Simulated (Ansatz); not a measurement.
Consider the formal exchange of groups at the Si–C bond: `O[SiH2]CC[SiH3]` + `F/C=C\CF` → `F/C=C(\[SiH3])CF` + `CC[SiH2]O`.

Isolated molecules relaxed with PBE0-D4/def2-TZVP in Ansatz; ΔE leaves out vibrations. CCSD(T)/CBS is the MP2 limit (def2-TZVPP, def2-QZVPP) plus CCSD(T) − MP2 in def2-TZVPP, frozen cores. Double bonds are as drawn, so ΔE can hold a change between cis and trans. DFT in def2-TZVPP. Each species was taken in one conformer, which may not be the lowest.

`O[SiH2]CC[SiH3]`:

Z-matrix (Å, degrees):
```
Si
C 1 1.874
O 1 1.650 2 113.3
H 1 1.494 2 108.1 3 123.1
H 1 1.484 2 109.5 3 -117.3
C 2 1.534 1 116.3 3 -72.9
H 2 1.096 1 107.9 3 52.1
H 2 1.098 1 106.0 3 164.9
H 3 0.959 1 117.3 2 68.0
Si 6 1.878 2 116.1 1 66.9
H 6 1.096 2 110.5 1 -55.9
H 6 1.097 2 110.3 1 -172.3
H 10 1.487 6 110.3 2 172.7
H 10 1.487 6 111.1 2 51.4
H 10 1.494 6 111.3 2 -68.5
```

`F/C=C\CF`:

Cartesian coordinates in Å:
```
F -0.236 -2.014 0.364
C 0.453 -0.982 0.860
C 0.349 0.242 0.376
C -0.525 0.635 -0.758
F 0.230 1.260 -1.740
H 1.084 -1.273 1.691
H 0.946 1.013 0.848
H -1.288 1.351 -0.436
H -1.015 -0.232 -1.205
```

`F/C=C(\[SiH3])CF`:

```xyz
12

F    -2.401   -0.422   -0.364
C    -1.189   -0.375   -0.936
C    -0.113   -0.067   -0.232
Si   -0.253    0.315    1.597
C     1.228   -0.020   -0.887
F     1.162   -0.325   -2.232
H    -1.225   -0.613   -1.992
H    -1.116    1.499    1.828
H    -0.795   -0.848    2.343
H     1.119    0.611    2.089
H     1.669    0.979   -0.796
H     1.914   -0.734   -0.419
```

`CC[SiH2]O`:

Z-matrix (Å, degrees):
```
C
C 1 1.526
H 1 1.094 2 111.5
H 1 1.093 2 111.3 3 -120.0
H 1 1.093 2 111.8 3 120.2
Si 2 1.868 1 113.6 3 58.5
H 2 1.096 1 110.5 3 -179.4
H 2 1.097 1 110.5 3 -62.4
O 6 1.653 2 112.4 1 59.9
H 6 1.494 2 108.7 1 -61.8
H 6 1.484 2 110.7 1 177.7
H 9 0.957 6 117.6 2 -78.7
```

| species | ωB97M-V energy (Eh) |
| --- | --- |
| `O[SiH2]CC[SiH3]` | -736.44092 |
| `F/C=C\CF` | -316.40499 |
| `F/C=C(\[SiH3])CF` | -607.08295 |
| `CC[SiH2]O` | -445.76720 |

Problem. Work out ΔE.

Solution. ΔE = (-607.08295) + (-445.76720) − (-736.44092) − (-316.40499) = -0.00424 Eh = -11.1 kJ/mol. CCSD(T)/CBS gives -11.1 kJ/mol.

Largest T1 diagnostic among the species: 0.012.

The D4 term adds +3.1 kJ/mol with B3LYP and +1.9 kJ/mol with PBE0; it sums over pairs of atoms, weighted by their polarisabilities, and B3LYP, whose exchange is more repulsive, gets the larger term.

B3LYP here is the variant with VWN-RPA as its local correlation; programs differ in this.
